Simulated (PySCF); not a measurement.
Computed IR spectrum (relative IR intensity) of a molecule C₅H₇N. The structure is a stationary point at PBE0-D3(BJ)/def2-SVP. One conformer was computed; it need not be the lowest. Computed with PBE0-D3(BJ)/def2-SVP run with PySCF. No scaling factor is applied to the harmonic values.

```csv
ν (cm⁻¹),relative intensity
136,4.2
224,13
307,10
347,13
562,17
691,52
709,45
1001,4.2
1060,19
1104,15
1159,8.2
1212,4.7
1291,4.5
1385,15
1417,16
1451,6.8
1470,30
1819,100
2251,6.8
2995,68
3013,63
3045,5.2
3107,27
3132,12
3491,99
```

Q: Identify the compound among the candidates.
A. C#C[C@@H](N)C=C
B. C=C1C=NCC1
C. C1=CCCN=C1
D. C#CC/C=N/C

A: D, C#CC/C=N/C
